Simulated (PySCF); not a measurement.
Compound: C₈H₁₀N₂.
SMILES with atom numbers: `[CH3:1][c:2]1[cH:3][n:4][n:5][cH:6][c:7]1[CH:8]1[CH2:9][CH2:10]1` (hydrogens: H11, H12, H13 on C1; H14 on C3; H15 on C6; H16 on C8; H17, H18 on C9; H19, H20 on C10)

The same species was optimised twice, with GFN2-xTB and with PBE0-D3(BJ)/def2-SVP (PySCF), and the same property calculations (PySCF, gas phase) were run on both structures.

```json
{"coordinate": "N4–N5 (Å)", "GFN2-xTB": "1.299", "PBE0-D3(BJ)/def2-SVP": "1.314", "change": "+0.015"}
{"coordinate": "N5–C6 (Å)", "GFN2-xTB": "1.317", "PBE0-D3(BJ)/def2-SVP": "1.328", "change": "+0.011"}
{"coordinate": "C3–N4 (Å)", "GFN2-xTB": "1.317", "PBE0-D3(BJ)/def2-SVP": "1.328", "change": "+0.011"}
{"coordinate": "C8–C10 (Å)", "GFN2-xTB": "1.508", "PBE0-D3(BJ)/def2-SVP": "1.512", "change": "+0.004"}
{"coordinate": "C2–C7 (Å)", "GFN2-xTB": "1.396", "PBE0-D3(BJ)/def2-SVP": "1.399", "change": "+0.003"}
{"coordinate": "C7–C8 (Å)", "GFN2-xTB": "1.481", "PBE0-D3(BJ)/def2-SVP": "1.485", "change": "+0.004"}
{"coordinate": "C2–C3 (Å)", "GFN2-xTB": "1.396", "PBE0-D3(BJ)/def2-SVP": "1.400", "change": "+0.004"}
{"coordinate": "C6–C7 (Å)", "GFN2-xTB": "1.398", "PBE0-D3(BJ)/def2-SVP": "1.400", "change": "+0.002"}
{"coordinate": "C1–C2 (Å)", "GFN2-xTB": "1.493", "PBE0-D3(BJ)/def2-SVP": "1.494", "change": "+0.001"}
{"coordinate": "C8–C9 (Å)", "GFN2-xTB": "1.498", "PBE0-D3(BJ)/def2-SVP": "1.499", "change": "+0.001"}
{"coordinate": "C9–C10 (Å)", "GFN2-xTB": "1.496", "PBE0-D3(BJ)/def2-SVP": "1.496", "change": "0.000"}
{"coordinate": "N5–C6–C7 (°)", "GFN2-xTB": "123.7", "PBE0-D3(BJ)/def2-SVP": "124.6", "change": "+0.9"}
{"coordinate": "C2–C3–N4 (°)", "GFN2-xTB": "123.8", "PBE0-D3(BJ)/def2-SVP": "124.6", "change": "+0.8"}
{"coordinate": "N4–N5–C6 (°)", "GFN2-xTB": "120.3", "PBE0-D3(BJ)/def2-SVP": "119.6", "change": "-0.7"}
{"coordinate": "C7–C8–C9 (°)", "GFN2-xTB": "122.4", "PBE0-D3(BJ)/def2-SVP": "123.1", "change": "+0.7"}
{"coordinate": "C3–N4–N5 (°)", "GFN2-xTB": "120.1", "PBE0-D3(BJ)/def2-SVP": "119.5", "change": "-0.6"}
{"coordinate": "C7–C8–C10 (°)", "GFN2-xTB": "119.6", "PBE0-D3(BJ)/def2-SVP": "120.2", "change": "+0.6"}
{"coordinate": "C1–C2–C7 (°)", "GFN2-xTB": "122.2", "PBE0-D3(BJ)/def2-SVP": "122.4", "change": "+0.2"}
{"coordinate": "C3–C2–C7 (°)", "GFN2-xTB": "116.1", "PBE0-D3(BJ)/def2-SVP": "115.9", "change": "-0.2"}
{"coordinate": "C6–C7–C8–C9 (°)", "GFN2-xTB": "-22", "PBE0-D3(BJ)/def2-SVP": "-16", "change": "+6"}
```

Rotational constants: A = 2358, B = 1137, C = 813.1 MHz (GFN2-xTB) against A = 2328, B = 1123, C = 804.2 MHz (PBE0-D3(BJ)/def2-SVP). Point groups within 0.08 Å: C1 and C1. Atoms that the bonding makes alike are paired by their places after alignment.

On the GFN2-xTB structure: HOMO (eV) -6.39 [PBE0/pcSseg-1]; LUMO (eV) -1.15 [PBE0/pcSseg-1]; dipole (D) 5.32 [PBE0/pcSseg-1]; GIAO shielding of C1 (ppm) 168.7 [PBE0/pcSseg-1]; GIAO shielding of C2 (ppm) 45.5 [PBE0/pcSseg-1]; GIAO shielding of C3 (ppm) 31.2 [PBE0/pcSseg-1]; GIAO shielding of N4 (ppm) -192.7 [PBE0/pcSseg-1]; GIAO shielding of N5 (ppm) -191.3 [PBE0/pcSseg-1]; GIAO shielding of C6 (ppm) 34.8 [PBE0/pcSseg-1]; GIAO shielding of C7 (ppm) 43.3 [PBE0/pcSseg-1]; GIAO shielding of C8 (ppm) 172.4 [PBE0/pcSseg-1].

Q: What do these properties become on the PBE0-D3(BJ)/def2-SVP structure?

A: 
| property | level | on GFN2-xTB | on PBE0-D3(BJ)/def2-SVP | change |
| --- | --- | --- | --- | --- |
| HOMO (eV) | PBE0/pcSseg-1 | -6.39 | -6.55 | -0.16 |
| LUMO (eV) | PBE0/pcSseg-1 | -1.15 | -1.24 | -0.09 |
| dipole (D) | PBE0/pcSseg-1 | 5.32 | 5.40 | +0.08 |
| energy, GFN2-xTB geometry as zero (kcal/mol) | PBE0/pcSseg-1 | 0.0 | -0.6 | -0.6 |
| GIAO shielding of C1 (ppm) | PBE0/pcSseg-1 | 168.7 | 166.7 | -2.0 |
| GIAO shielding of C2 (ppm) | PBE0/pcSseg-1 | 45.5 | 45.2 | -0.3 |
| GIAO shielding of C3 (ppm) | PBE0/pcSseg-1 | 31.2 | 28.4 | -2.8 |
| GIAO shielding of N4 (ppm) | PBE0/pcSseg-1 | -192.7 | -198.6 | -5.9 |
| GIAO shielding of N5 (ppm) | PBE0/pcSseg-1 | -191.3 | -198.3 | -7.0 |
| GIAO shielding of C6 (ppm) | PBE0/pcSseg-1 | 34.8 | 32.7 | -2.1 |
| GIAO shielding of C7 (ppm) | PBE0/pcSseg-1 | 43.3 | 42.6 | -0.7 |
| GIAO shielding of C8 (ppm) | PBE0/pcSseg-1 | 172.4 | 171.4 | -1.0 |

The heavy atoms differ by 0.039 Å rms after alignment. Among bonds between heavy atoms N4–N5 changes most (+0.015 Å). Changes are differences of the printed values. Neither structure is proved a minimum here.

Shape of the structure used: `[CH3:1][c:2]1[cH:3][n:4][n:5][cH:6][c:7]1[CH:8]1[CH2:9][CH2:10]1`: C6–C7–C8–C9 -16°.
